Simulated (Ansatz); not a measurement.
`C/C(F)=[CH]/[GeH3]` and `C/C(F)=C\O` differ in one atom or group (the configuration at the double bond changes too).

Ansatz, PBE0-D4/def2-TZVP geometries, multiplicity 1. Each molecule was computed in one conformer, which needn't be the lowest.

Scalar relativity is left out up to krypton.

```csv
property,`C/C(F)=[CH]/[GeH3]`
LUMO energy (PBE/def2-TZVPP) / eV,-1.03
HOMO energy (PBE0/def2-TZVPP) / eV,-7.38
HOMO energy (PBE/def2-TZVPP) / eV,-6.19
size of the dipole moment (B3LYP/def2-TZVPP) / D,1.94
LUMO energy (PBE0/def2-TZVPP) / eV,-0.08
HOMO–LUMO gap (ωB97M-V/def2-TZVPP) / eV,11.57
```

Problem. What does the change do to each property? (Estimate.)

Solution. Computed: 
```csv
property,`C/C(F)=C\O`,shift
LUMO energy (PBE/def2-TZVPP) / eV,-0.23,0.80
HOMO energy (PBE0/def2-TZVPP) / eV,-6.37,1.01
HOMO energy (PBE/def2-TZVPP) / eV,-5.08,1.11
size of the dipole moment (B3LYP/def2-TZVPP) / D,2.16,0.22
LUMO energy (PBE0/def2-TZVPP) / eV,0.65,0.73
HOMO–LUMO gap (ωB97M-V/def2-TZVPP) / eV,10.79,-0.78
```

With PBE0 the HOMO rises by 1.01 eV and the LUMO rises by 0.73 eV, so the gap narrows by about 0.28 eV. PBE moves the HOMO by 1.11 eV and ωB97M-V by 0.98 eV. Dipoles are sizes alone; their direction can turn.

B3LYP here is the variant with VWN-RPA as its local correlation; programs differ in this.
